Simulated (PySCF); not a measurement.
TDDFT excited states: H6OP2Si2

H6OP2Si2.
InChI=1S/H6OP2Si2/c1-5-2-4-3-5/h1-3,5H,4H2

Method used: TDDFT CAM-B3LYP/def2-SVPD, vertical, gas phase, core orbitals frozen in the response (PySCF). The structure is a single GFN2-xTB conformer in the gas phase; no vibrational or solvent corrections.

```tsv
state	E (eV)	E (kJ/mol)	λ (nm)	f	main configurations (H = HOMO, L = LUMO)
S1	4.75	459	260.9	0.0043	H→L (89%)
S2	5.06	488	244.9	0.0036	H→L+1 (46%), H→L+2 (44%)
S3	5.14	496	241.0	0.0009	H→L+1 (48%), H→L+2 (48%)
S4	5.98	577	207.2	0.034	H→L+3 (62%), H→L+4 (30%)
S5	6.24	602	198.7	0.014	H-1→L (46%), H-1→L+1 (19%), H→L+4 (13%)
S6	6.30	608	196.8	0.029	H-1→L (32%), H→L+4 (20%), H-1→L+1 (17%)
S7	6.34	612	195.6	0.021	H-1→L+1 (51%), H→L+4 (22%)
S8	6.54	631	189.5	0.017	H-1→L+2 (36%), H→L+6 (21%), H-2→L (21%)
```

Triplets, Tamm–Dancoff:

```json
{"state": "T1", "E (eV)": "4.29", "λ (nm)": "288.8", "main configurations (H = HOMO, L = LUMO)": "H→L (85%)"}
{"state": "T2", "E (eV)": "4.61", "λ (nm)": "268.9", "main configurations (H = HOMO, L = LUMO)": "H→L+2 (71%), H→L+1 (13%)"}
{"state": "T3", "E (eV)": "4.73", "λ (nm)": "262.2", "main configurations (H = HOMO, L = LUMO)": "H→L+1 (76%), H→L+2 (13%)"}
```

The lowest singlet comes at 261 nm (459 kJ/mol) in the ultraviolet; it is very weak; its leading configuration is HOMO→LUMO (89%). The strongest level in the table is S4 at 5.98 eV (207 nm, f = 0.034). Löwdin shares by element: HOMO phosphorus 76%, silicon 16%; LUMO silicon 40%, phosphorus 29% (atoms not listed hold the other 31%). The oscillator strengths of these states sum to 0.124; summed over the whole spectrum of an exact calculation they would give the number of electrons, 72 (Thomas–Reiche–Kuhn). Orbital energies (eV): HOMO-3 -9.77, HOMO-2 -9.63, HOMO-1 -9.19, HOMO -7.71, LUMO 0.18, LUMO+1 0.47, LUMO+2 0.54. Of the 8 states listed, 5 reach f = 0.01 and none stays under 0.0005. Singlets were solved by full linear response, triplets in the Tamm–Dancoff approximation.

Hardware: Arm Neoverse V1, one thread, shared host. Cost: 25 s of wall time, 0.73 GiB resident at most.

Without π bonds the low states are Rydberg-like; a valence basis with one diffuse set may place them up to an eV too high.
